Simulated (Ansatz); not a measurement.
```yaml
crystal:
  periodic: [false, false, false]
  atoms:
    - {symbol: Se, position_ang: [1.197292, 0.241094, -0.893957]}
    - {symbol: Se, position_ang: [1.459419, 1.525073, 2.551970]}
    - {symbol: Se, position_ang: [-2.237092, -1.286682, -0.800380]}
    - {symbol: Se, position_ang: [0.088626, 0.460415, 1.226104]}
    - {symbol: Se, position_ang: [-0.508255, -0.939900, -2.083727]}
basis:
  gaussian: {orbitals: def2-TZVP, initial_orbitals: start.molden}
total_charge: 1
magnetization: {spin_polarized: true, initial_magnetization: 1}
hamiltonian: {xc: {name: wB97X-V}}
scf: {omitted_lower_state_checks: [starts]}
output: {orbitals: {seedname: orbitals}}
```

The file start.molden holds the orbitals of an earlier run on this structure, at another level or in another basis.

```sh
$ ansatz run in.yaml --threads 4 --pin off --events-out ev --progress --plain --max-ram 4787MiB
```

Problem. Does this run fit into the memory that it is given?

Solution. No. It has 240 basis functions, and Ansatz plans for 6 GiB where 5 GiB are given.
